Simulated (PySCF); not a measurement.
Calculated properties of `CC(=O)P(C)(C)=S`

Compound: C4H9OPS.
Cartesian coordinates in Å at the PBE0-D3(BJ)/def2-SVP level; atoms count from 1:
```xyz
16
C4H9OPS angstrom
C      2.372   -0.372    0.024
C      1.024   -0.307   -0.609
O      0.796   -0.417   -1.787
P     -0.458   -0.009    0.552
C     -1.703   -1.122   -0.166
C     -0.972    1.657    0.018
S     -0.088   -0.212    2.454
H      2.559    0.552    0.595
H      2.380   -1.180    0.773
H      3.145   -0.527   -0.739
H     -2.698   -0.832    0.200
H     -1.660   -1.063   -1.263
H     -1.487   -2.146    0.170
H     -1.082    1.693   -1.076
H     -0.215    2.382    0.349
H     -1.926    1.900    0.508
```

From PBE0-D3(BJ)/def2-SVP geometry optimisation, gas phase (PySCF):

* Point group: C1
* Rotational constants A, B, C: 2.152, 1.523, 1.194 GHz

**PBE0/def2-SVPD ground state, ΔSCF and vertical TDDFT (core frozen in the response) (PySCF)**

* Dipole moment: 2.30 D
* HOMO energy: -6.48 eV
* LUMO energy: -1.71 eV
* HOMO–LUMO gap: 4.77 eV
* Lowest singlet excitation: 3.28 eV (377 nm, f = 0.001)
* Strongest line among the 10 lowest singlet transitions: S9 at 6.45 eV (192 nm, f = 0.088)
* Lowest triplet excitation (Tamm–Dancoff): 2.85 eV
* Static isotropic polarisability: 99.2 au
* Vertical ionisation energy: 8.34 eV
* Electronic spatial extent ⟨r²⟩ about the centre of nuclear charge: 1135 bohr²

From PBE0/pcSseg-1 ground state and GIAO shieldings, non-relativistic (PySCF):

* Lowest Hirshfeld atomic charge: -0.34 e on S7
* Highest Hirshfeld atomic charge: +0.33 e on P4
* 13C chemical shifts (computed TMS as zero) by class: 225.6 (C2), 32.1 (C1), 21.7 (C5/C6) ppm
* 1H chemical shifts (computed TMS as zero) by class: 2.79 (H8/H9/H10), 1.40 (H11/H12/H13/H14/H15/H16) ppm
* Isotropic shieldings of nuclei other than C and H, by class: -387 (O3), 299 (P4), 739 (S7) ppm
* Mayer bond orders between heavy atoms: C1–C2 1.02, C2–O3 1.97, C2–P4 0.70, P4–C5 0.95, P4–C6 0.95, P4–S7 1.69

Monoisotopic mass from the formula: 136.0112 u.

The polarisability is 14.71 Å³ as a volume (1 au = 0.148185 Å³), or 1.38 au for each of the 72 electrons. The vertical singlet–triplet gap S1 − T1 is 0.43 eV (TDDFT singlet less Tamm–Dancoff triplet; S1: HOMO→LUMO, weight 0.91; T1: HOMO→LUMO, weight 0.80). With B = h/(8π²I), that is 505.379 GHz u Å² over I, the principal moments of inertia are 234.8, 331.8 and 423.3 u Å² (most abundant isotopes); the inertial defect Ic − Ia − Ib is -143.3 u Å² (zero for a rigid planar frame, negative otherwise). The principal polarisabilities are 86.4, 100.1 and 111.2 au; their mean is the isotropic value.

 NMR classes are plain means over equivalent atoms (diastereotopic ones count apart unless rotation or inversion swaps them), as if these changed places fast; in this geometry the members of some classes differ.

One conformer stands for the species.
